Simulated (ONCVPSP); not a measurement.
Eu (Z = 63): ONCV pseudisation with LDA (Perdew-Zunger), scalar-relativistic reference atom.

* Element: Eu
* Generator: ONCVPSP 4.0.1
* Type: optimised norm-conserving Vanderbilt (ONCV)
* Functional: LDA (Perdew-Zunger)
* Relativity: scalar-relativistic
* Frozen core: [Kr] 4d10
* Valence charge: 17
* Reference configuration: 4f7 5s2 5p6 6s2
* Partial waves: 5s+6s: rc 2.00 bohr, ncon 4, nbas 9, qcut 6.4 1/bohr, 2 projectors; 5p: rc 2.50 bohr, ncon 4, nbas 9, qcut 6.8 1/bohr, 2 projectors, debl 3.1 Ha; d scattering state at 0.07 Ha: rc 2.05 bohr, ncon 4, nbas 7, qcut 4 1/bohr, 3 projectors, debl 3.2 Ha; 4f: rc 1.35 bohr, ncon 3, nbas 7, qcut 13.9 1/bohr, 2 projectors, debl 2.5 Ha
* Local potential: polynomial inside 1.30 bohr (lpopt 5, dvloc0 1 Ha)
* Core correction: none

All-electron outer shells of the reference configuration (LDA (Perdew-Zunger), scalar-relativistic, ld1.x):

```tsv
shell	level (eV)	outermost node (bohr)	outermost maximum (bohr)
5s	-44.79	0.67	1.23
5p	-23.87	0.72	1.41
6s	-3.77	1.66	3.56
4f	-2.91	–	0.59
```

Does this generation succeed?

No. ONCVPSP 4.0.1 stopped with "sratom123: lschfb convergence ERROR n,l,iter= 4 3 4": the all-electron bound-state solver failed for one shell.
